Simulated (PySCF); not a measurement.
B2FH4Si (calculated)

Computed with PySCF 2.14.0. Calculation on a computer-drawn molecule: the log of a Hartree-Fock and frozen-core CCSD(T) single point meant for a local Hartree-Fock minimum, with one planted fault or none, to be diagnosed. Offsets are logged minus clean, where the clean run is the same molecule without the fault. The reference is restricted for singlets and unrestricted otherwise, and also for a bond in bohr or an excited solution. Adding or removing an electron swaps singlet and doublet. The excited solution moves the top pair (singlet) or top alpha electron (doublet) to the lowest empty orbital. Highest occupied and lowest empty are orbital energies over both spins, largest force is the largest gradient component, triples share is (T) over the correlation energy, the T1 limit is 0.02 restricted and 0.045 unrestricted, electrons count all cores, a negative frequency is imaginary (commonest isotopes), and the dipole is about the centre of nuclear charge.

Common to all runs: meant charge 0; meant multiplicity 2; meant basis cc-pV(D+d)Z; logged electrons 37; logged basis functions 85; logged SCF converged yes; logged CC converged yes; logged SCF stable within its kind yes; possible faults no fault, one electron removed, one electron added, multiplicity raised by two, geometry at a saddle point, SCF held on an excited solution, minimal basis STO-3G, one bond length entered in bohr, all coordinates scaled.

```yaml
- entry: 1
  formula: B2FH4Si
  logged_structure:
    atoms_angstrom:
      - [B, -0.3184, -2.5309, 0.591]
      - [Si, 0.6148, -0.811, 0.8072]
      - [B, 0.5516, 2.139, -1.4584]
      - [F, 1.5261, -0.6616, 2.1408]
      - [H, -0.9992, -2.6714, -0.3847]
      - [H, -0.2255, -3.417, 1.3887]
      - [H, 1.162, 3.1409, -1.2266]
      - [H, -0.1129, 2.0584, -2.4521]
  given:
    logged_spin_squared: 1.6495
    "logged_highest_occupied [eV]": -8.5438
    "logged_lowest_empty [eV]": 0.27556
    "logged_largest_force [hartree/bohr]": 0.02595
    logged_T1_diagnostic: 0.030979
    logged_D1_diagnostic: 0.14157
    logged_triples_share: 0.023603
    "logged_dipole_magnitude [debye]": 1.5754
    "logged_energy_HF [hartree]": -439.93732
    "logged_energy_CCSD(T) [hartree]": -440.40042
    drawn_bonds_atom: [1, 2, 2, 1, 1, 3, 3]
    drawn_bonds_other_atom: [2, 3, 4, 5, 6, 7, 8]
    drawn_bonds_order: [1, 1, 1, 1, 1, 1, 1]
  results:
    planted_fault: "one bond length entered in bohr, row 2 of the drawn bonds"
    "HF_energy_offset_from_clean_run [kcal/mol]": 70.04
    "CCSD(T)_energy_offset_from_clean_run [kcal/mol]": 86.88
- entry: 2
  formula: B2FH4Si
  logged_structure:
    atoms_angstrom:
      - [B, -0.3184, -2.5309, 0.591]
      - [Si, 0.6148, -0.811, 0.8072]
      - [B, 0.5814, 0.7501, -0.3917]
      - [F, 1.5261, -0.6616, 2.1408]
      - [H, -0.9992, -2.6714, -0.3847]
      - [H, -0.2255, -3.417, 1.3887]
      - [H, 1.1918, 1.7519, -0.1599]
      - [H, -0.0831, 0.6694, -1.3854]
  given:
    logged_spin_squared: 3.7827
    "logged_highest_occupied [eV]": -7.5101
    "logged_lowest_empty [eV]": -2.5211
    "logged_largest_force [hartree/bohr]": 0.028516
    logged_T1_diagnostic: 0.020001
    logged_D1_diagnostic: 0.075685
    logged_triples_share: 0.027879
    "logged_dipole_magnitude [debye]": 0.04148
    "logged_energy_HF [hartree]": -439.92118
    "logged_energy_CCSD(T) [hartree]": -440.41572
    drawn_bonds_atom: [1, 2, 2, 1, 1, 3, 3]
    drawn_bonds_other_atom: [2, 3, 4, 5, 6, 7, 8]
    drawn_bonds_order: [1, 1, 1, 1, 1, 1, 1]
  results:
    planted_fault: "multiplicity raised by two"
    "HF_energy_offset_from_clean_run [kcal/mol]": 80.17
    "CCSD(T)_energy_offset_from_clean_run [kcal/mol]": 77.28
```
